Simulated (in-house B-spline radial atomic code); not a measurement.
**The rhenium ion Re⁺: [Xe] (4f5/2)5 (4f7/2)8 5d5 6s2 (with a hole in an inner shell)**

Level of theory: Dirac-Kohn-Sham LDA VWN5, spherical fractional occupations, Fermi nucleus of rms radius 5.3698 fm; calculated with a radial B-spline atomic code at the basis-set limit.

Z_r = [3n² - l(l+1)]/(2<r>); Z_e = n√(-2ε); the last column is Slater's effective charge. Values are occupation-weighted means over j. An effective charge above Z reflects the relativistic contraction of the inner shells.

```json
{"shell": "1s", "electrons": "2", "ε (eV)": "-71494", "<r> (bohr)": "0.01805", "Z_r": "83.09", "Z_e": "72.49", "Slater": "74.70"}
{"shell": "2s", "electrons": "2", "ε (eV)": "-12408", "<r> (bohr)": "0.07564", "Z_r": "79.32", "Z_e": "60.40", "Slater": "70.85"}
{"shell": "2p", "electrons": "6", "ε (eV)": "-10922", "<r> (bohr)": "0.06787", "Z_r": "73.67", "Z_e": "56.66", "Slater": "70.85"}
{"shell": "3s", "electrons": "2", "ε (eV)": "-2890.7", "<r> (bohr)": "0.1971", "Z_r": "68.49", "Z_e": "43.73", "Slater": "63.75"}
{"shell": "3p", "electrons": "6", "ε (eV)": "-2445.8", "<r> (bohr)": "0.197", "Z_r": "63.44", "Z_e": "40.22", "Slater": "63.75"}
{"shell": "3d", "electrons": "10", "ε (eV)": "-1900.7", "<r> (bohr)": "0.1793", "Z_r": "58.55", "Z_e": "35.46", "Slater": "53.85"}
{"shell": "4s", "electrons": "2", "ε (eV)": "-619.91", "<r> (bohr)": "0.44", "Z_r": "54.55", "Z_e": "27.00", "Slater": "47.25"}
{"shell": "4p", "electrons": "6", "ε (eV)": "-471.97", "<r> (bohr)": "0.4663", "Z_r": "49.32", "Z_e": "23.56", "Slater": "47.25"}
{"shell": "4d", "electrons": "10", "ε (eV)": "-276.14", "<r> (bohr)": "0.4979", "Z_r": "42.18", "Z_e": "18.02", "Slater": "35.85"}
{"shell": "5s", "electrons": "2", "ε (eV)": "-100.28", "<r> (bohr)": "1.02", "Z_r": "36.78", "Z_e": "13.57", "Slater": "18.20"}
{"shell": "4f", "electrons": "13", "ε (eV)": "-63.063", "<r> (bohr)": "0.5658", "Z_r": "31.81", "Z_e": "8.61", "Slater": "24.80"}
{"shell": "5p", "electrons": "6", "ε (eV)": "-61.621", "<r> (bohr)": "1.176", "Z_r": "31.05", "Z_e": "10.64", "Slater": "18.20"}
{"shell": "5d", "electrons": "5", "ε (eV)": "-16.528", "<r> (bohr)": "1.711", "Z_r": "20.17", "Z_e": "5.51", "Slater": "6.60"}
{"shell": "6s", "electrons": "2", "ε (eV)": "-14.258", "<r> (bohr)": "2.727", "Z_r": "19.80", "Z_e": "6.14", "Slater": "4.60"}
```

The least bound orbital is 6s1/2 at -14.26 eV, and it is also the most diffuse (<r> = 2.727 bohr). The part-filled 4f shell lies below the filled 6s shell in orbital energy.

For the 1s electron the small component carries 8.01 % of the norm, the zero-frequency Breit interaction raises the level by 254.2 eV, self-energy by 159.5 eV, and vacuum polarisation lowers it by 30.62 eV.
